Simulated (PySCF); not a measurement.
## Dy²⁷⁺: ionisation energy

Dy²⁷⁺ [Kr] 4d3 [4d3/2^3, M_J = 3/2] → Dy²⁸⁺ [Kr] 4d2 [4d3/2^2, M_J = 2], as a difference of total energies. Calculation: PySCF 2.14, in an uncontracted even-tempered set (17 s from 2.3 bohr⁻², ratio 2.8; 14 p from 2.9 bohr⁻², ratio 2.8; 9 d from 2.9 bohr⁻², ratio 2.8; 3 f from 11 bohr⁻², ratio 3); the two-component X2C-1e Hamiltonian. Correlated levels: [Ar] 3d10 frozen; the 92 highest virtual spinors dropped. "Screened" scales the spin-orbit matrix elements by Boettger's factors to mimic the two-electron term; Breit and QED terms are absent.

```csv
method,ionisation energy (eV)
GHF (spin-free),965.03
GMP2 (spin-free),965.23
GHF (screened spin-orbit),966.86
GMP2 (screened spin-orbit),967.48
```

Problem. How much does correlation contribute at GMP2 (screened spin-orbit)?

Solution. 967.48 − (966.86) = 0.62 eV, measured against GHF (screened spin-orbit).

Breit and QED terms and the two-electron picture change are absent.

The spin-free rows relax to the high-spin LS determinant and lack the spin-orbit shift.

The labels give the starting determinants; with spin-orbit coupling the two ends relaxed to ⟨J²⟩ = 3.94, ⟨L²⟩ = 8.73, ⟨S²⟩ = 2.37 and ⟨J²⟩ = 6.05, ⟨L²⟩ = 10.43, ⟨S²⟩ = 1.59.

For comparison: 969 ± 4 eV (theoretical estimate listed by NIST; NIST Atomic Spectra Database, ionization energies).
